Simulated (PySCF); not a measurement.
Ionisation energy of Tl⁺ by level of theory

Tl⁺ [Xe] 4f14 5d10 6s2 (1S) → Tl²⁺ [Xe] 4f14 5d10 6s1 (2S), as a difference of total energies. All numbers are calculated (PySCF 2.14, a scalar-relativistic core potential, in def2-TZVPPD with the def2 core potential (60 electrons) (7s5p4d2f, 56 functions)). Correlated levels: valence: 5s2 5p6 5d10 frozen; valence and next inner shell: nothing frozen outside the core potential. The calculations carry no spin-orbit coupling.

| method | ionisation energy (eV) |
| --- | --- |
| UHF | 18.362 |
| LDA | 20.985 |
| PBE | 20.514 |
| PBE0 | 20.195 |
| r2SCAN | 20.329 |
| BLYP | 20.537 |
| revPBE | 20.371 |
| TPSSh | 20.193 |
| HSE06 | 20.226 |
| MP2 (valence) | 18.912 |
| SCS-MP2 (valence) | 19.021 |
| MP2 (valence and next inner shell) | 20.425 |
| SCS-MP2 (valence and next inner shell) | 20.324 |

Errors of the correlated levels include the incompleteness of this basis and the frozen core.

Problem. Which method comes closest to the reference value, and which is furthest?

Solution. The reference is 20.428 eV (measured; NIST Atomic Spectra Database, ionization energies). Closest: MP2 (valence and next inner shell) (error -0.003 eV); furthest: UHF (error -2.066 eV).
